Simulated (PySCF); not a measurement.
F4Te, SMILES F[Te](F)(F)F (connectivity only; charge and spin as stated), charge +1, multiplicity 2.

Coordinates come from a r2SCAN-D4/def2-SVP optimisation. The multiplicity is an assumed one; other spin states were not compared. The isomer is the one that the SMILES or the coordinates give; other isomers of the formula were not compared. The def2 effective core potentials stand for the cores of Te; spin–orbit coupling is left out.

The numbers are results of TDA-CAM-B3LYP/def2-SVPD (PySCF), not measurements.

Vertical excitations. 

Q: Give excitation energies, oscillator strengths and character. (Estimate from the structure and the level; the computed values follow.)

A: 
```
state    energy (eV)  λ (nm)      f                              main pairs
-------  -----------  ------  -----  --------------------------------------
root 1          2.75     450  0.000    β HOMO→LUMO 81 %, β HOMO−7→LUMO 16 %
root 2          2.80     442  0.006                      β HOMO−1→LUMO 94 %
root 3          2.89     429  0.003  β HOMO−2→LUMO 69 %, β HOMO−5→LUMO 26 %
root 4          2.99     414  0.002  β HOMO−4→LUMO 81 %, β HOMO−6→LUMO 15 %
root 5          4.06     306  0.000  β HOMO−5→LUMO 70 %, β HOMO−2→LUMO 26 %
root 6          4.13     300  0.076                      β HOMO−3→LUMO 91 %
root 7          4.37     284  0.000    β HOMO−7→LUMO 80 %, β HOMO→LUMO 16 %
root 8          4.40     282  0.009  β HOMO−6→LUMO 79 %, β HOMO−4→LUMO 14 %
root 9          5.77     215  0.001                      β HOMO−8→LUMO 87 %
root 10         5.91     210  0.067                      β HOMO−9→LUMO 83 %
```
Unrestricted roots are not spin-pure.
